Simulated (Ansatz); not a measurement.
`CNBCl` → `BCl` + `C=N` at 400 K and 1 bar (β-hydride elimination).

Program: Ansatz. Geometries: PBE0-D4/def2-TZVP. ΔE: electronic, gas phase. CCSD(T)/CBS adds triple-zeta CCSD(T) − MP2 to the extrapolated MP2 energy (def2 sets, frozen cores). This one scheme is used for every species. Each species was taken in one conformer, which may not be the lowest.

```tsv
species	CCSD(T)/CBS energy (Eh)	H − E (kJ/mol)	S (J/(mol·K))
`CNBCl`	-580.41629	208.2	327.5
`BCl`	-485.78909	70.2	247.0
`C=N`	-94.52360	119.4	238.9
```

H − E and S are ideal-gas, rigid-rotor, harmonic terms from PBE0-D4/def2-TZVP, for one conformer and one mirror image of each species. 1 Eh = 2625.50 kJ/mol, R = 8.31446 J/(mol·K).

By hand: ΔE, ΔH, ΔS and ΔG.

ΔE = (-485.78909) + (-94.52360) − (-580.41629) = 0.10360 Eh = 272.0 kJ/mol. Δ(H − E) = 70.2 + 119.4 − 208.2 = -18.6, so ΔH = 253.4 kJ/mol. ΔS = 247.0 + 238.9 − 327.5 = 158.4 J/(mol·K). ΔG = 253.4 − 400 × (158.4)/1000 = 190.0 kJ/mol.

By hand: the equilibrium constant, and the temperature at which ΔG would vanish if ΔH and ΔS stayed fixed.

log₁₀ K = −ΔG/(RT ln 10) = -24.8. ΔG = 0 at ΔH/ΔS = 1600 K.

The number of gas molecules changes by +1, which sets the sign of ΔS. A doubt of 5 kJ/mol in ΔE shifts log₁₀ K by 0.7 here. Other conformers and mirror images would add mixing entropy, several J/(mol·K) or more a flexible species. These are equilibria of isolated gas molecules and say nothing of rates. Largest T1 diagnostic: 0.012 (customary marks: 0.02 for closed shells, 0.045 for open ones).
